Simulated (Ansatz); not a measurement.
Coupled-cluster diagnostics for Ba₂Se, Ansatz.

Geometry of the singlet (PBE-D4/def2-TZVP):

| atom | x (Å) | y (Å) | z (Å) |
| --- | --- | --- | --- |
| Ba1 | -1.362 | 0.717 | -1.464 |
| Ba2 | 0.217 | -1.489 | 1.500 |
| Se3 | 1.145 | 0.772 | -0.036 |

In the def2 sets Ba takes a core potential; there is no spin–orbit coupling. Correlated methods freeze 9 core orbitals; core or outer-core shells of Ba, Se are correlated, in sets that lack core-valence functions. The structure comes from a short search, and lower isomers may exist.

Geometry of the charge 0 triplet (PBE-D4/def2-TZVP):

```xyz
3

Ba   -1.171   -2.417    0.185
Ba    0.732    2.567    0.353
Se    0.440   -0.150   -0.538
```

Geometry of the charge 0 quintet (PBE-D4/def2-TZVP):

```xyz
3

Ba   -1.0905   -1.8630   -0.3366
Ba    0.8373    1.5639   -1.2753
Se    0.2532    0.2991    1.6119
```

Problem. Estimate the CCSD(T) correlation energy, the shares of MP2 and (T), T1 and the reference's ⟨S²⟩ for: charge 0, singlet, own geometry in def2-TZVPP; charge 0, triplet, own geometry in def2-TZVPP; charge 0, quintet, own geometry in def2-TZVPP; charge 1, doublet, vertical in def2-TZVPP; and the rough time on 4 threads of Arm Neoverse V1 on a shared host.

Solution. 
```
                          state       basis  correlation (eV)  MP2 share (%)  (T) share (%)     T1  ⟨S²⟩ (pure)  wall time                  remarks
charge 0, singlet, own geometry  def2-TZVPP           -17.859           92.1            4.1  0.018  0.00 (0.00)       16 s  restricted SCF unstable
charge 0, triplet, own geometry  def2-TZVPP           -17.056           92.2            3.5  0.019  2.00 (2.00)       15 s                        –
charge 0, quintet, own geometry  def2-TZVPP           -16.200           90.5            3.2  0.017  6.01 (6.00)       15 s                        –
    charge 1, doublet, vertical  def2-TZVPP           -16.898           92.0            3.6  0.015  0.75 (0.75)       22 s                        –
```
Customary marks for T1 are 0.02 (closed shells), 0.045 (open shells) and about 0.05 (3d metals). T1 stays under 0.02 throughout.
